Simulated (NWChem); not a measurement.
System: GeHOI, singlet; SMILES [OH][Ge][I]

Here is an NWChem input.

```
start job
memory heap 200 mb stack 900 mb global 1100 mb
geometry units angstroms noautoz
  Ge     0.332353     1.385087     0.000000
  I      0.030000    -1.162419     0.000000
  O     -1.396946     1.824265     0.000000
  H     -1.532875     2.781345     0.000000
end
basis spherical
  Ge library def2-tzvp
  I library def2-tzvp
  O library def2-tzvp
  H library def2-tzvp
end
ecp
  I library def2-ecp
end
dft
  xc xtpss03 ctpss03
  iterations 200
end
task dft gradient
```

NWChem printed, in part:

```
             Northwest Computational Chemistry Package (NWChem) 7.3.0
             --------------------------------------------------------

 CS  symmetry detected

                             Geometry "geometry" -> ""
                             -------------------------

 Output coordinates in angstroms (scale by  1.889725989 to convert to a.u.)

  No.       Tag          Charge          X              Y              Z
 ---- ---------------- ---------- -------------- -------------- --------------
    1 Ge                  32.0000     0.40029333     1.36728931     0.00000000
    2 I                   53.0000    -0.01797668    -1.16376864     0.00000000
    3 O                    8.0000    -1.30716696     1.88491052     0.00000000
    4 H                    1.0000    -1.39928691     2.84719569     0.00000000

 Effective nuclear repulsion energy (a.u.)     511.8146487153

      Symmetry information
      --------------------

 Group name             Cs
 Group number              2
 Group order               2
 No. of unique centers     4

                                 NWChem DFT Module
                                 -----------------

 Summary of "ao basis" -> "ao basis" (spherical)
 ------------------------------------------------------------------------------
       Tag                 Description            Shells   Functions and Types
 ---------------- ------------------------------  ------  ---------------------
 Ge                        def2-tzvp                16       48   6s5p4d1f
 I                         def2-tzvp                16       50   6s5p3d2f
 O                         def2-tzvp                11       31   5s3p2d1f
 H                         def2-tzvp                 4        6   3s1p

      Symmetry analysis of basis
      --------------------------

        a'         91
        a"         44

            General Information
            -------------------
          SCF calculation type: DFT
          Wavefunction type:  closed shell.
          No. of atoms     :     4
          No. of electrons :    66
           Alpha electrons :    33
            Beta electrons :    33
          Charge           :     0
          Spin multiplicity:     1
          Use of symmetry is: on ; symmetry adaption is: on
          Maximum number of iterations: 200
          AO basis - number of functions:   135
                     number of shells:    47
          Convergence on energy requested:  1.00D-06
          Convergence on density requested:  1.00D-05
          Convergence on gradient requested:  5.00D-04

              XC Information
              --------------
                  TPSS metaGGA Exchange Functional  1.000
             TPSS03 metaGGA Correlation Functional  1.000

             Grid Information
             ----------------
          Grid used for XC integration:  medium
          Radial quadrature: Mura-Knowles
          Angular quadrature: Lebedev.
          Tag              B.-S. Rad. Rad. Pts. Rad. Cut. Ang. Pts.
          ---              ---------- --------- --------- ---------
          Ge                  1.25      112          10.0       590
          I                   1.40      123          12.0       590
          O                   0.60       49          11.0       434
          H                   0.35       45          12.0       434
          Grid pruning is: on
          Number of quadrature shells:   329
          Spatial weights used:  Erf1

      Superposition of Atomic Density Guess
      -------------------------------------

 Sum of atomic energies:       -2497.75201037

      Non-variational initial energy
      ------------------------------

 Total energy =   -2447.587688
 1-e energy   =   -4090.550785
 2-e energy   =    1355.275255
 HOMO         =      -0.273371
 LUMO         =      -0.041830

      Symmetry analysis of molecular orbitals - initial
      -------------------------------------------------

  Numbering of irreducible representations:

     1 a'          2 a"

  Orbital symmetries:

     1 a'          2 a'          3 a'          4 a'          5 a"
     6 a'          7 a'          8 a'          9 a'         10 a'
    11 a"         12 a'         13 a'         14 a"         15 a'
    16 a'         17 a"         18 a'         19 a"         20 a'
    21 a'         22 a"         23 a'         24 a"         25 a'
    26 a'         27 a'         28 a'         29 a"         30 a'
    31 a"         32 a'         33 a'         34 a"         35 a'
    36 a'         37 a'         38 a'         39 a'         40 a"
    41 a'         42 a"         43 a"

   convergence    iter        energy       DeltaE   RMS-Dens  Diis-err
 ---------------- ----- ----------------- --------- --------- ---------
 d= 0,ls=0.0,diis     1  -2450.3977179189 -2.74D+03  1.36D-02  1.08D+00
 d= 0,ls=0.0,diis     2  -2449.5169494298  8.81D-01  1.01D-02  8.18D+00
 d= 0,ls=0.0,diis     3  -2450.4760099830 -9.59D-01  4.77D-03  2.74D-01
 d= 0,ls=0.0,diis     4  -2450.4848712530 -8.86D-03  3.16D-03  1.39D-01
 d= 0,ls=0.0,diis     5  -2450.5053227976 -2.05D-02  6.09D-04  2.05D-02
  Resetting Diis
 d= 0,ls=0.0,diis     6  -2450.5069907688 -1.67D-03  9.94D-05  4.45D-04
 d= 0,ls=0.0,diis     7  -2450.5070207038 -2.99D-05  6.95D-05  2.34D-05
 d= 0,ls=0.0,diis     8  -2450.5070099281  1.08D-05  4.50D-05  1.26D-04
 d= 0,ls=0.0,diis     9  -2450.5070234135 -1.35D-05  8.59D-06  2.30D-06
 d= 0,ls=0.0,diis    10  -2450.5070235250 -1.12D-07  3.96D-06  8.40D-07

[...]

                         DFT ENERGY GRADIENTS

    atom               coordinates                        gradient
                 x          y          z           x          y          z
   1 Ge      0.756445   2.583802   0.000000   -0.010174   0.000039   0.000000
   2 I      -0.033971  -2.199204   0.000000    0.000700   0.002262   0.000000
   3 O      -2.470187   3.561964   0.000000    0.009063   0.003477   0.000000
   4 H      -2.644269   5.380420   0.000000    0.000411  -0.005778   0.000000
```

Level: TPSS/def2-TZVP with def2 effective core potentials on I. Low-valent species are run as closed-shell singlets; no triplet was tried in these runs. All runs use the structure optimised with PBE0/def2-SVP. def2 effective core potentials on I; no spin-orbit coupling.
